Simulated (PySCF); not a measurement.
Telling isomers of C5H13NSi3 apart by NMR

PySCF 2.14 calculation with GFN2-xTB structure and PBE0/pcSseg-1 with gauge-including orbitals; no solvent, one computed conformer, equivalent nuclei averaged, relativity neglected.

Chemical shifts δ = σref − σ; ¹H (σref 31.72), ¹³C (σref 186.93) against TMS, all at this level. Where no couplings were computed, multiplicities follow the n + 1 count of equivalent neighbours, and m marks all less simple cases (inequivalent or close neighbours, rings, F or P nearby). Shifts are as computed. Against solution values, carbons near 30 ppm lie about +3 ppm off and those near 130 ppm about +5 ppm. Of 1309 compounds with measured shifts, 239 miss one by over three times the rms of a fit or turn the order of signals round; such compounds aren't used in these exercises.

(1) Tabulate the signals of `[SiH3]N([SiH3])[SiH2]C#CC1CC1`, `CC1=CC=C[Si@H]1N([SiH3])[SiH3]` and their relative energies.

(2) What is the quickest way to tell [SiH3]N([SiH3])[SiH2]C#CC1CC1 from CC1=CC=C[Si@H]1N([SiH3])[SiH3]?

Results:

(1) 
```tsv
SMILES	carbon types	δC	δH	E rel. (kcal/mol)
[SiH3]N([SiH3])[SiH2]C#CC1CC1	2×C 1×CH 2×CH2	124.3, 78.4, 11.4, 3.5	5.08 (s, 2H), 4.80 (s, 6H), 1.41 (m, 1H), 0.82 (m, 2H), 0.81 (m, 2H)	34.8
CC1=CC=C[Si@H]1N([SiH3])[SiH3]	1×C 3×CH 1×CH3	157.1, 151.9, 147.6, 130.6, 22.1	7.14 (m, 1H), 6.73 (d, 1H), 5.85 (m, 1H), 5.23 (m, 1H), 4.86 (s, 6H), 2.19 (s, 3H)	0.0
```

Energies are electronic energies at PBE0/pcSseg-1 on these geometries, without zero-point or thermal terms, each for the one conformer computed, which needn't be the lowest.

(2) Count the carbon signals: 4 against 5. The first has an alkyne carbon (C) at 78.4 ppm, the second an alkene CH at 157.1 ppm. Their most deshielded carbons lie at 124.3 and 157.1 ppm. In the proton spectra the most deshielded non-exchanging signals are 5.08 (s, 2H) and 7.14 (m, 1H).
